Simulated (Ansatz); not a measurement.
input.yaml

```yaml
crystal:
  periodic: [false, false, false]
  atoms:
    - { symbol: Al, position_ang: [-0.025083, -0.06463, 0.058213] }
    - { symbol: O, position_ang: [-0.076236, -0.111923, 1.759485] }
    - { symbol: H, position_ang: [-0.665971, -0.118846, 2.491188] }
    - { symbol: F, position_ang: [1.39627, 0.073798, -0.897441] }
    - { symbol: F, position_ang: [-1.371143, 0.00249, -0.963602] }
basis:
  gaussian: { orbitals: def2-SVPD }
hamiltonian:
  xc: revpbe
  dispersion: d4
md:
  timestep: 0.25
  n_steps: 150
  ensemble: nvt_langevin
  temperature: 1000.0
  initial_velocities: maxwell_boltzmann
  seed: 853096
  friction: 0.01
```

Launched with:

```bash
$ ansatz run input.yaml --threads 1 --pin off --max-ram 2048MiB --backend cpu --events-out ev --progress --plain --runs-dir out
```

Hardware: 1 thread of Arm Neoverse V1 (shared host).

Question: Roughly how long does this run take, and how much memory?

Answer: 5.9 min, with a peak of 0.16 GiB, for 151 ionic steps.
